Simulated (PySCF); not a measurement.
Si(F)(NH2)3 (FH₆N₃Si), SMILES N[Si](N)(N)F.

Coordinates come from a PBE0-D3(BJ)/def2-SVP optimisation. One conformer was computed; it need not be the lowest.

Calculation: HF/def2-TZVP run with PySCF.

The molecule is in vacuum.

```yaml
total_energy: -555.53281 hartree
point_group: Cs
highest_occupied_level: -10.69 eV
lowest_empty_level: 3.32 eV
orbital_gap: 14.01 eV
dipole_moment: 2.44 D
quadrupole, principal values (traceless, Buckingham form, about the centre of nuclear charge): -6.30, -0.22, 6.52 D·Å
mean_static_polarisability: 40.6 bohr³ (6.01 Å³)
polarisability_principal_values: 36.9, 41.5, 43.3 bohr³
```
